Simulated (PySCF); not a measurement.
Isomers of C4H12OSi and their computed core-level spectra.

Computed with PySCF 2.14.0, delta-SCF UKS SCAN, pcX-2 on the ionised atom, pcseg-1 elsewhere, spin-free X2C. Geometries: PBE0-D3(BJ)/def2-SVP; isolated species, one conformer each.

Line lists (1s up to Mg, 2p3/2 beyond; areas count atoms within a level, one atom standing for each set equivalent by bonding):
1. C 1s: 290.09 (area 1), 290.43 (area 2), 292.31 (area 1) eV; O 1s: 537.83 eV; Si 2p3/2: 106.76 eV
2. C 1s: 290.16 (area 1), 290.49 (area 1), 291.98 (area 1), 292.22 (area 1) eV; O 1s: 538.37 eV; Si 2p3/2: 106.26 eV
3. C 1s: 289.93 (area 3), 292.13 (area 1) eV; O 1s: 537.47 eV; Si 2p3/2: 106.38 eV

Structures:
A. `CO[SiH2]C(C)C`
B. `CO[Si](C)(C)C`
C. `COC[C@H](C)[SiH3]`

Task: Match each list to its structure.

Result: 
- 1 = A: no other candidate has these counts of sites. C 1s: 290.09 sp3 carbon bound to silicon, 290.43 methyl carbon (×2), 292.31 methoxy carbon; O 1s: 537.83 silyl ether oxygen; Si 2p3/2: 106.76 oxygen-bound silicon.
- 2 = C: no other candidate has these counts of sites. C 1s: 290.16 sp3 carbon bound to silicon, 290.49 methyl carbon, 291.98 sp3 carbon bound to oxygen, 292.22 methoxy carbon; O 1s: 538.37 ether oxygen; Si 2p3/2: 106.26 SiH3 silicon.
- 3 = B: no other candidate has these counts of sites. C 1s: 289.93 Si-methyl carbon (×3), 292.13 methoxy carbon; O 1s: 537.47 silyl ether oxygen; Si 2p3/2: 106.38 oxygen-bound silicon.

For 2p shells one spin-free hole was relaxed; a mean-field spin–orbit operator and the ground-state splitting of the three 2p orbitals were then diagonalised within the shell. The shell's mean is (2 × 2p3/2 + 2p1/2)/3, and the degeneracies 2j + 1 give areas of 2:1.
